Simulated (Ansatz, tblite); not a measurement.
Forces on the cluster Ge₃F₆ at its PBE-D4/def2-SVP geometry. Charge 0, multiplicity 1.

The xTB rows come from tblite. The structure comes from a short search, and lower isomers may exist.

GFN1-xTB (tblite), largest force 0.56 eV/Å:

```xyz
9
positions Å, forces eV/Å
Ge    0.457    1.288   -1.677   -0.035   -0.403    0.190
Ge   -2.178   -0.285    0.396    0.535    0.126    0.129
Ge    1.167   -0.520    1.493   -0.007   -0.068   -0.459
F     1.140    0.979    0.161    0.023   -0.224   -0.142
F     2.239   -1.502    0.489   -0.212    0.211    0.220
F    -1.385    0.916   -0.973    0.097   -0.089    0.084
F    -1.625    0.776    1.728   -0.207   -0.157   -0.218
F    -0.474   -1.249    0.537   -0.115    0.180    0.134
F     0.659   -0.403   -2.154   -0.079    0.424    0.062
```

GFN2-xTB (tblite), largest force 1.87 eV/Å:

```
Ge 0.683 1.018 -1.408
Ge -1.657 -0.638 0.181
Ge 0.591 -0.185 1.575
F 0.242 0.300 0.112
F 0.209 -0.180 -0.268
F -0.345 0.268 -0.141
F 0.282 0.249 0.285
F 0.049 -0.511 -0.306
F -0.053 -0.322 -0.031
```

PBE-D4/def2-TZVP (Ansatz), largest force 0.11 eV/Å:

```
Ge 0.017 0.044 -0.006
Ge -0.010 -0.032 0.020
Ge 0.009 0.007 0.043
F 0.045 0.044 0.003
F 0.059 -0.057 -0.017
F -0.037 0.024 -0.022
F -0.078 0.062 0.041
F -0.021 -0.066 0.020
F 0.016 -0.027 -0.083
```
